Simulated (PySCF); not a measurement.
CH3ClF2Si. Atoms are numbered in the order given.

```xyz
8

C     -1.5042    -1.2647     0.0000
Si     0.0712    -0.3222     0.0000
F      0.9645    -0.6866     1.2874
F      0.9645    -0.6866    -1.2874
Cl    -0.2255     1.6965     0.0000
H     -2.0985    -1.0187     0.8922
H     -2.0985    -1.0187    -0.8922
H     -1.3017    -2.3464     0.0000
```

The structure is a stationary point at PBE0-D3(BJ)/def2-SVP.

All values below come from PBE/def2-TZVP (PySCF).

| Item | Value |
|---|---|
| total energy | -989.04743 hartree |
| point group | Cs |
| highest occupied level | -8.23 eV |
| lowest empty level | -0.16 eV |
| orbital gap | 8.07 eV |
| dipole moment | 0.484 e·Å |
| quadrupole, principal values (traceless, Buckingham form, about the centre of nuclear charge) | -2.89, -1.95, 4.84 D·Å |
| mean static polarisability | 46.8 bohr³ (6.94 Å³) |
| polarisability, principal values | 40.7, 44.3, 55.4 bohr³ |
